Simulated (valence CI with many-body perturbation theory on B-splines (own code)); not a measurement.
Pd XVI: electric-dipole lines

Computed by configuration interaction combined with many-body perturbation theory (CI+MBPT): three valence electrons over a frozen Dirac-Fock core [Ar] 3d10, a basis of 11 s, 11 p, 9 d, 7 f, 5 g, 2 h, 1 i functions for each j, with the one-electron correlation potential Σ1 (screened to all orders), the two-electron term Σ2, the three-electron term Σ3, Breit, model QED; selected single and double excitations, second order for the rest (own B-spline code, finite nucleus).

No measured levels were compared; by estimate levels hold to about 250 cm⁻¹ or 0.2 % of their energy and the worst to 1 %, as in measured heavy ions of charge 2 to 7; those with d or f electrons hold less well.

Lines 1 to 50 of 275 in falling wavelength, among levels below 1268300 cm⁻¹, chosen from the strongest by gf and those to the six lowest levels. Wavelengths and rates use the calculated energies, so an error of 1000 cm⁻¹ moves a line at 47.80 nm by 0.48 % and its rate by three times that or more. Electric multipoles are in the length gauge, E1 and E2 with the static RPA response of the core. Weak lines are less certain than strong ones. Lines between different terms over intervals too small for the method are left out, as are lines whose strength nearly cancels. Where a level lies close to another of its J and parity, the split of strength between their lines is uncertain. The highest levels of a list are the least certain.

Names give the largest LS component (configuration and term), which can be under half, so a name can repeat, a term be missing and a line seem to break the LS rules; names also repeat where a configuration has a term twice. Letters in brackets count levels of one name in rising energy.

```csv
λ vac (nm),Upper,Lower,A (s⁻¹),log gf,Branch %
47.80,4s.4p2 4P_1/2,4s2.4p 2P°_3/2,6.43e+07,-2.36,8.7
42.36,4p3 2D°_5/2,4s.4p2 2P_3/2,2.63e+09,-0.37,15.9
42.06,4s.4p2 4P_3/2,4s2.4p 2P°_3/2,9.21e+07,-2.01,85.9
40.01,4p2.4d 2G_7/2,4s.4p.4d 2F°_5/2,2.01e+09,-0.41,8.5
39.55,4p2.4d 4F_9/2,4s.4p.4d 2F°_7/2 [a],1.30e+09,-0.52,7.1
38.81,4s.4p2 4P_5/2,4s2.4p 2P°_3/2,6.89e+08,-1.03,100.0
38.57,4p2.4d 2F_5/2 [a],4s.4p.4d 2D°_5/2 [b],1.35e+09,-0.74,9.0
38.50,4p3 4S°_3/2 [a],4s.4p2 2P_1/2,2.46e+09,-0.66,7.1
38.20,4s.4p2 4P_1/2,4s2.4p 2P°_1/2,6.78e+08,-1.53,91.3
36.37,4p2.4d 2F_5/2 [a],4s.4p.4d 4D°_5/2,1.87e+09,-0.65,12.4
36.30,4p2.4d 2P_1/2 [b],4s.4p.4d 2D°_3/2 [b],5.38e+09,-0.67,5.2
35.88,4p2.4d 2G_9/2,4s.4p.4d 2F°_7/2 [b],3.39e+09,-0.18,19.7
35.44,4p2.4d 2F_5/2 [a],4s.4p.4d 2D°_3/2 [a],2.32e+09,-0.58,15.4
35.18,4p2.4d 2F_7/2 [b],4s.4p.4d 2D°_5/2 [c],2.61e+09,-0.41,1.6
35.11,4p2.4d 2D_3/2 [a],4s.4p.4d 2P°_1/2 [a],3.06e+09,-0.65,5.0
35.05,4p2.4d 4F_3/2,4s.4p.4d 4D°_1/2,3.05e+09,-0.65,11.6
34.86,4p2.4d 2F_7/2 [a],4s.4p.4d 4D°_7/2,1.32e+09,-0.72,8.4
34.83,4s.4p.4d 2D°_5/2 [a],4s2.4d 2D_3/2,1.58e+09,-0.76,2.0
34.81,4p3 2P°_1/2,4s.4p2 2S_1/2,8.77e+09,-0.50,24.1
34.64,4p2.4d 2P_3/2,4s.4p.4d 4P°_3/2,2.49e+09,-0.75,6.0
34.50,4p2.4d 2D_5/2,4s.4p.4d 2F°_7/2 [b],2.71e+09,-0.54,2.0
34.44,4s.4p2 4P_3/2,4s2.4p 2P°_1/2,1.51e+07,-2.97,14.1
34.25,4p3 4S°_3/2 [b],4s.4p2 2P_1/2,2.69e+09,-0.72,6.6
34.17,4p2.4d 4D_5/2,4s.4p.4d 2D°_5/2 [b],2.19e+09,-0.64,5.2
34.09,4p2.4d 4D_3/2,4s.4p.4d 2D°_5/2 [b],2.83e+09,-0.70,5.3
34.03,4p2.4d 2F_7/2 [a],4s.4p.4d 2D°_5/2 [a],2.80e+09,-0.41,17.7
34.02,4p2.4d 4D_1/2,4s.4p.4d 4P°_1/2,5.07e+09,-0.75,14.5
33.89,4p3 4S°_3/2 [a],4s.4p2 2D_3/2,2.46e+09,-0.77,7.1
33.89,4p2.4d 4D_7/2,4s.4p.4d 2F°_7/2 [a],1.77e+09,-0.61,7.2
33.23,4p2.4d 2G_9/2,4s.4p.4d 2F°_7/2 [a],3.44e+09,-0.24,20.0
33.10,4p2.4d 4F_9/2,4s.4p.4d 4D°_7/2,2.84e+09,-0.33,15.6
33.07,4s.4p2 2D_3/2,4s2.4p 2P°_3/2,1.35e+08,-2.05,1.2
33.02,4p2.4d 4F_5/2,4s.4p.4d 4D°_3/2,3.95e+09,-0.41,15.9
32.99,4s.4p.4d 2D°_5/2 [b],4s2.4d 2D_5/2,2.25e+09,-0.66,3.8
32.87,4p2.4d 2D_5/2,4s.4p.4d 2P°_3/2 [a],2.56e+09,-0.60,1.9
32.50,4p2.4d 2F_5/2 [b],4s.4p.4d 2F°_5/2,2.69e+09,-0.59,1.6
32.40,4p2.4d 4F_5/2,4s.4p.4d 4P°_5/2,1.87e+09,-0.75,7.5
32.33,4p2.4d 4D_5/2,4s.4p.4d 4P°_3/2,2.46e+09,-0.64,5.8
32.31,4p3 4S°_3/2 [b],4s.4p2 2D_5/2,4.25e+09,-0.57,10.5
32.25,4p3 2P°_3/2,4s.4p2 2P_3/2,1.06e+10,-0.18,29.8
31.90,4p3 2D°_5/2,4s.4p2 2D_5/2,8.31e+09,-0.12,50.4
31.24,4s.4p2 2D_5/2,4s2.4p 2P°_3/2,4.93e+09,-0.36,100.0
31.13,4p2.4d 2F_7/2 [b],4s.4p.4d 2F°_5/2,2.11e+09,-0.61,1.3
31.04,4p2.4d 2G_7/2,4s.4p.4d 4D°_5/2,2.96e+09,-0.47,12.4
30.99,4p2.4d 4F_7/2,4s.4p.4d 4F°_9/2,8.13e+09,-0.03,37.3
30.87,4p2.4d 2F_7/2 [b],4s.4p.4d 2F°_7/2 [b],5.41e+09,-0.21,3.3
30.66,4p2.4d 4F_5/2,4s.4p.4d 4F°_7/2,8.94e+09,-0.12,36.0
30.61,4p2.4d 4D_7/2,4s.4p.4d 2D°_5/2 [b],4.12e+09,-0.33,16.7
30.56,4p3 4S°_3/2 [b],4s.4p2 2D_3/2,2.83e+09,-0.80,7.0
30.42,4p2.4d 4F_3/2,4s.4p.4d 4F°_5/2,8.39e+09,-0.33,31.9
```
